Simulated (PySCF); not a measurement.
C2H4Cl2Si, SMILES Cl/C=C\[SiH2]Cl.

The structure is a stationary point at PBE0-D3(BJ)/def2-SVP. The structure was generated by enumeration; whether it is a known compound was not checked. Other conformers were not sampled.

These are TDA-B3LYP/def2-SVPD (PySCF) values and carry that method's errors.

Vertical excitations. Isolated molecule, no solvent. State labels are in the subgroup Cs.

Question: Estimate the UV-visible absorptions. (An estimate is asked for; the answer gives what the named calculation found.)

Answer: 
```csv
state,symmetry,energy (eV),λ (nm),f,main pairs
S1,A",6.27,198,0.001,HOMO−2→LUMO 90 %
S2,A',6.37,195,0.228,"HOMO→LUMO 76 %, HOMO−1→LUMO 13 %"
S3,A",6.51,191,0.000,HOMO→LUMO+1 89 %
S4,A',6.58,189,0.091,HOMO−1→LUMO 86 %
S5,A",6.68,186,0.004,HOMO→LUMO+2 78 %
S6,A",6.71,185,0.000,HOMO−3→LUMO 81 %
S7,A",7.18,173,0.001,HOMO→LUMO+3 94 %
S8,A",7.41,167,0.006,HOMO−1→LUMO+1 92 %
S9,A',7.47,166,0.019,HOMO−2→LUMO+1 94 %
S10,A",7.49,165,0.000,HOMO−4→LUMO 85 %
T1,A',3.95,314,0,HOMO→LUMO 94 %
T2,A",5.95,208,0,HOMO−2→LUMO 87 %
T3,A",6.18,200,0,"HOMO→LUMO+2 58 %, HOMO→LUMO+1 28 %"
T4,A',6.31,196,0,HOMO−1→LUMO 97 %
```
Triplets are in the Tamm–Dancoff approximation.
